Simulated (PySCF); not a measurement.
C3H5, SMILES [CH]1CC1, multiplicity 2. Geometry optimised at PBE-D3(BJ)/def2-TZVP.

The numbers are results of PBE-D3(BJ)/def2-TZVP in PySCF, not measurements.

Harmonic wavenumbers (cm⁻¹): 519, 738, 752, 837, 916, 979, 1015, 1049, 1053, 1118, 1247, 1400, 1427, 3019, 3021, 3080, 3093, 3159. Rotational constants (GHz): 23.74, 20.64, 13.17; symmetry number 1.

Problem. Work out the zero-point energy and the ideal-gas rigid-rotor harmonic-oscillator thermochemistry at 298.15 K and 1 atm.

Solution. ZPE = ½ Σ hcν = ½ × 28422 cm⁻¹ = 170.00 kJ/mol. H − E(el) = 181.77 kJ/mol. Entropy in J/(mol K): translation 155.08, rotation 89.69, vibration 7.97, spin 5.76, total 258.51. G − E(el) = 104.70 kJ/mol. Cp = 57.63 J/(mol K).
